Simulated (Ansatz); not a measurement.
Results of the Gaussian-basis code of Ansatz.

Basis-set series for ClF$_{3}$H$_{2}$O$_{2}$W, SMILES `[OH][W]([OH])([F])([F])([F])[Cl]`. Total charge 0; spin multiplicity 1. W: def2 effective core potential. All single points use the PBE0-D4/def2-TZVP geometry. It is one conformer, not always the lowest.

```
atom   x (Å)   y (Å)   z (Å)
  O1  -1.795   0.026   0.373
  W2   0.010  -0.236   0.060
  O3   1.794  -0.008  -0.378
  F4  -0.360  -0.739  -1.688
  F5   0.384   0.193   1.828
  F6  -0.070   1.603  -0.410
 Cl7   0.107  -2.435   0.623
  H8  -2.329   0.819   0.276
  H9   2.258   0.776  -0.684
```

```csv
functional,basis,functions,energy (Eh),HOMO (eV),LUMO (eV)
PBE0-D4,def2-TZVPP,281,-978.37215,-9.75,-3.73
PBE0-D4,def2-QZVPP,496,-978.41040,-9.78,-3.77
ωB97M-V,def2-TZVPP,281,-978.74062,-12.01,-1.60
ωB97M-V,def2-QZVPP,496,-978.77688,-12.04,-1.66
```

Task: Give the rows for def2-SVP. (An estimate is asked.)

Result: The calculation gave: 
| functional | basis | functions | energy (Eh) | HOMO (eV) | LUMO (eV) |
| --- | --- | --- | --- | --- | --- |
| PBE0-D4 | def2-SVP | 130 | -977.62736 | -9.71 | -3.86 |
| ωB97M-V | def2-SVP | 130 | -977.98485 | -11.93 | -1.71 |
